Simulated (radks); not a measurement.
Values are calculated unless marked as measured or tabulated.
Neutral tantalum, configuration [Xe] 4f14 5d2.75 6s2 7s0.25 (fractional occupations, a model configuration).

Level of theory: Dirac Kohn-Sham, AM05, spin-unpolarised, spherical densities, finite nucleus; open shells fill j = l - 1/2 first; Fermi nuclear charge, rms radius 5.3507 fm (a radial shooting solver on a logarithmic mesh with Libxc functionals).

Energy parts (hartree):
| part | energy |
|---|---|
| total | -15614.7101 |
| kinetic | 17517.2564 |
| electron-nucleus | -38943.3531 |
| Hartree | 6119.6772 |
| exchange-correlation | -308.2906 |

Orbitals (lengths in bohr, moments of r in powers of bohr; <r^-3> diverges for s and p1/2):
orbital	occ.	eigenvalue (hartree)	<1/r>	<r^2>	<r^-3>
1s1/2	2	-2469.617	85.34	0.0004794	-
2s1/2	2	-424.1351	20.73	0.007326	-
2p1/2	2	-405.5101	20.70	0.005237	-
2p3/2	4	-358.8940	17.49	0.006440	15560
3s1/2	2	-97.17195	7.605	0.04794	-
3p1/2	2	-88.86600	7.525	0.04402	-
3p3/2	4	-78.83234	6.695	0.05066	3498
3d3/2	4	-64.74950	6.590	0.03934	603.9
3d5/2	6	-62.56190	6.392	0.04117	516.0
4s1/2	2	-19.82068	3.195	0.2381	-
4p1/2	2	-16.39495	3.086	0.2460	-
4p3/2	4	-14.07781	2.795	0.2822	807.4
4d3/2	4	-8.43549	2.579	0.3098	121.6
4d5/2	6	-8.00966	2.509	0.3237	101.7
5s1/2	2	-2.72092	1.224	1.364	-
5p1/2	2	-1.72574	1.092	1.689	-
5p3/2	4	-1.40175	0.9886	2.003	110.5
4f5/2	6	-0.99176	2.019	0.5114	17.79
4f7/2	8	-0.91882	1.988	0.5307	16.94
6s1/2	2	-0.23206	0.3927	11.83	-
5d3/2	2.75	-0.18599	0.6207	5.608	6.698
5d5/2	0	-0.16361	0.5936	6.166	5.308
7s1/2	0.25	-0.02451	0.1032	155.0	-

The highest occupied level is 7s1/2 at -0.667 eV. The configuration is held as typed, so some empty levels lie below it. The density falls to 0.001 e/bohr^3 at r = 4.78 bohr. The electron density at the nucleus is 1.309e+06 e/bohr^3.
